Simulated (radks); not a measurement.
Q: Species: Mo IV. Configuration: [Kr] 4d2 5s1 (not the ground configuration). Calculated with a radial shooting solver on a logarithmic mesh with Libxc functionals: scalar-relativistic Kohn-Sham, SCAN, spin-unpolarised, spherical densities, finite nucleus; meta-GGA in the generalised Kohn-Sham scheme; Fermi nuclear charge, rms radius 4.4091 fm. Some entries of the table are withheld. Estimate them.

orbital,occ.,eigenvalue (eV),r(max) (bohr)
1s,2,-19903.82,0.02287
2s,2,-2857.663,0.1294
2p,6,(1),0.1036
3s,2,-523.5977,(2)
3p,6,-423.5932,0.3769
3d,10,-261.8261,(3)
4s,2,-102.8509,(4)
4p,6,-75.4414,1.059
4d,2,(5),1.277
5s,1,-28.2620,2.458

A: 
(1) 2p eigenvalue (eV): -2555.617
(2) 3s r(max) (bohr): 0.3830
(3) 3d r(max) (bohr): 0.3232
(4) 4s r(max) (bohr): 0.9853
(5) 4d eigenvalue (eV): -36.1126
